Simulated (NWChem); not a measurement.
Species: CH₅NOSi₂; SMILES [SiH2]1N=C(O1)[SiH3]

```xyz
10

Si     0.0187     2.1380    -0.0017
C      0.1182     0.2268     0.0468
N      1.0840    -0.5212     0.5036
Si     0.0125    -1.8673    -0.0014
O     -0.9766    -0.4800    -0.4698
H     -1.1854     2.5722     0.7842
H      1.2731     2.7035     0.5902
H     -0.1392     2.5704    -1.4314
H      0.4390    -2.7061    -1.1675
H     -0.6178    -2.7043     1.0697
```
Atoms are numbered in this order, from 1.

Level: PBE-D3(BJ)/def2-SVP (NWChem), optimised geometry, unscaled harmonic frequencies. 

### Question
List the harmonic frequencies with IR intensities, and the thermochemistry.

### Answer
```csv
frequency (cm⁻¹),IR intensity (km/mol)
63,0.2
124,3.4
185,2.5
399,1.3
413,1.4
552,1.1
591,48.3
608,53.0
634,112.2
672,29.5
701,0.9
731,43.9
857,327.8
904,13.5
904,34.7
915,36.2
943,129.8
1127,111.0
1527,98.3
2176,77.8
2188,74.3
2189,101.8
2209,103.9
2210,67.3
```

| Property | Result |
|---|---|
| zero-point energy | 34.0 kcal/mol |
| thermal correction to the enthalpy at 298.15 K (with zero-point energy) | 38.9 kcal/mol |
| heat capacity Cv | 24.1 cal/(mol K) |
| entropy at 298.15 K and 1 atm (symmetry number 1) | 81.6 cal/(mol K) |
| dipole moment | 1.10 D |

Rigid rotor and harmonic oscillator; modes under 100 cm⁻¹ make the entropy uncertain.
